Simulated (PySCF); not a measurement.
Bi(Et)(OH)2 (C₂H₇BiO₂), SMILES [Bi]([OH])([CH2]C)[OH].

Geometry: B3LYP-D3(BJ)/def2-SVP. The structure was generated by enumeration; whether it is a known compound was not checked. The def2 effective core potentials stand for the cores of Bi; spin–orbit coupling is left out. The values are those of a single conformer.

Computed with PBE/def2-TZVP run with PySCF.

```
Item                                                                                                            Result
---------------------------------------------------------------------------------------------  -----------------------
total energy                                                                                        -445.39086 hartree
highest occupied level                                                                                        -5.92 eV
lowest empty level                                                                                            -1.65 eV
orbital gap                                                                                                    4.28 eV
dipole moment                                                                                                   2.63 D
quadrupole, principal values (traceless, Buckingham form, about the centre of nuclear charge)  -8.13, -2.14, 10.28 D·Å
mean static polarisability                                                                       79.6 bohr³ (11.79 Å³)
polarisability, principal values                                                                71.5, 73.2, 94.0 bohr³
```
